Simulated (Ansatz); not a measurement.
A structure relaxed at PBE0-D4/def2-TZVP in Ansatz, charge 0, singlet:

| atom | x (Å) | y (Å) | z (Å) |
| --- | --- | --- | --- |
| Zn1 | 1.728 | -0.421 | -1.526 |
| Zn2 | -1.738 | 0.419 | 1.515 |
| Se3 | 0.010 | 0.002 | 0.011 |

Give its formula and point group.

Zn2Se. Point group D∞h (tolerance 0.1 Å).

Summarise the bond lengths by kind (pairs closer than 1.2 times the sum of covalent radii, bridged metal pairs left out).

2 × Se–Zn 2.34 Å.

The restricted singlet is unstable: a solution with broken spin symmetry lies lower. At PBE0-D4/def2-TZVP a triplet of charge 0 lies 0.25 eV below the restricted singlet, each at its own geometry. The structure comes from a short search, and lower isomers may exist.
